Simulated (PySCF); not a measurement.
Work out the structure from these simulated measurements.

Elements present: C, Cl and H. Monoisotopic mass: 146.0862 u.

* Valence photoelectron: vertical ionisation energy: 9.86 eV [ΔSCF B3LYP/def2-SVPD]
* NMR, other nuclei: isotropic shieldings of nuclei other than C and H, by class: 821 (1 Cl) ppm [GIAO HF/pcSseg-1]
* UV, strongest line: among the 10 lowest singlet transitions: S7 at 7.88 eV (157 nm, f = 0.026) [TDDFT B3LYP/def2-SVPD]
* Rotational structure: rotational constants A, B, C: 2.177, 0.885, 0.714 GHz [PBE0-D3(BJ)/def2-SVP]
* UV, first state: lowest singlet excitation: 7.03 eV (176 nm, f = 0.001) [TDDFT B3LYP/def2-SVPD]
* Dipole: 2.56 D [B3LYP/def2-SVPD]
* Triplet: lowest triplet excitation (Tamm–Dancoff): 6.46 eV [TDA B3LYP/def2-SVPD]
* 13C NMR: chemical shifts (computed TMS as zero) by class: 61.7 (1 C), 33.2 (2 C), 26.7 (2 C), 22.3 (2 C), 19.6 (1 C) ppm [GIAO HF/pcSseg-1]
* 1H NMR: chemical shifts (computed TMS as zero) by class: 3.13 (1 H), 1.85 (2 H), 1.45 (2 H), 1.41 (2 H), 1.35 (1 H), 1.26 (2 H), 1.18 (2 H), 1.12 (1 H), 1.02 (2 H) ppm [GIAO HF/pcSseg-1]
* Polarisability: 107.9 au [B3LYP/def2-SVPD]

The electronic properties come from PySCF, for the isolated species, density fitting. Levels stand in brackets. The structure is a single PBE0-D3(BJ)/def2-SVP conformer in the gas phase; no vibrational or solvent corrections. NMR classes are plain means over equivalent atoms (diastereotopic ones count apart unless rotation or inversion swaps them), as if these changed places fast.

Problem. Which formula fits the mass and the elements?

Solution. C8H15Cl (calculated 146.0862). No other formula that holds each of these elements comes within 0.0003 u with a fitting electron parity and a possible valence count.

Problem. Give a SMILES that accounts for the data.

Solution. Numbering: `[Cl:1][CH:2]1[CH2:3][CH2:4][CH2:5][CH2:6][CH2:7][CH2:8][CH2:9]1`. Its formula, C8H15Cl, gives 1 degree of unsaturation: 1 ring and 0 π bonds in the structure found. 8 carbons fall into 5 classes; from least to most shielded: sp3 C–Cl carbon [C2] (61.7 ppm), ring CH2 carbon [C3/C9] (33.2 ppm, 2 C), ring CH2 carbon [C5/C7] (26.7 ppm, 2 C), ring CH2 carbon [C4/C8] (22.3 ppm, 2 C), ring CH2 carbon [C6] (19.6 ppm). Hydrogen classes from least to most shielded: 1 H on an sp3 C–Cl carbon, C2 (3.13 ppm), 2 H on 2 ring CH2 carbons, C3/C9 (1.85 ppm), 2 H on 2 ring CH2 carbons, C4/C8 (1.45 ppm), 2 H on 2 ring CH2 carbons, C3/C9 (1.41 ppm), 1 H on a ring CH2 carbon, C6 (1.35 ppm), 2 H on 2 ring CH2 carbons, C5/C7 (1.26 ppm), 2 H on 2 ring CH2 carbons, C5/C7 (1.18 ppm), 1 H on a ring CH2 carbon, C6 (1.12 ppm), 2 H on 2 ring CH2 carbons, C4/C8 (1.02 ppm). The other shieldings belong to: 821 ppm, alkyl chlorine [Cl1]. The first electron is taken from the HOMO, whose largest Löwdin shares are 0.66 on the alkyl chlorine, 0.08 on the sp3 C–Cl carbon and 0.05 on each of 2 atoms of one kind (ring CH2 carbon). The optimised geometry has point group Cs and is an asymmetric top. Structure: chlorocyclooctane, `ClC1CCCCCCC1`. The assignments are read from this structure; whether some other isomer fits the data as well wasn't checked.
